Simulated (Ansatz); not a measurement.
System: HSiOF, charge 0, singlet. HSiOF (SMILES O[Si]F).
B3LYP-D3(BJ)/def2-TZVP minimum from Ansatz (a quantum-chemistry and plane-wave program):
```
O
H 1 0.9658
Si 1 1.6433 2 121.03
F 3 1.6279 1 101.75 2 0.00
```

Hartree-Fock and MP2 correlation energies in hartree (Ansatz). Radicals and triplets start from unrestricted determinants; spin-orbit coupling is neglected. Correlated methods leave the cores frozen. No relativity.

```csv
basis,X,E(HF),"E(corr, MP2)"
cc-pV(T+d)Z,3,-463.98810,-0.59363
cc-pV(Q+d)Z,4,-464.00810,-0.64497
cc-pV(5+d)Z,5,-464.01263,withheld
```

Fit E(corr) = E∞ + A/X³ to X = 3 and 4, predict X = 5, and compare with the run.

A = (-0.59363 - (-0.64497))/(1/27 - 1/64) = 2.3977; E∞ = -0.64497 - A/64 = -0.68243; at X = 5, E∞ + A/125 = -0.66325. The run gave -0.66675, 3.50 mEh below the prediction. The same form on X = 4 and 5 gives E∞ = -0.68960, 7.17 mEh below the first estimate.
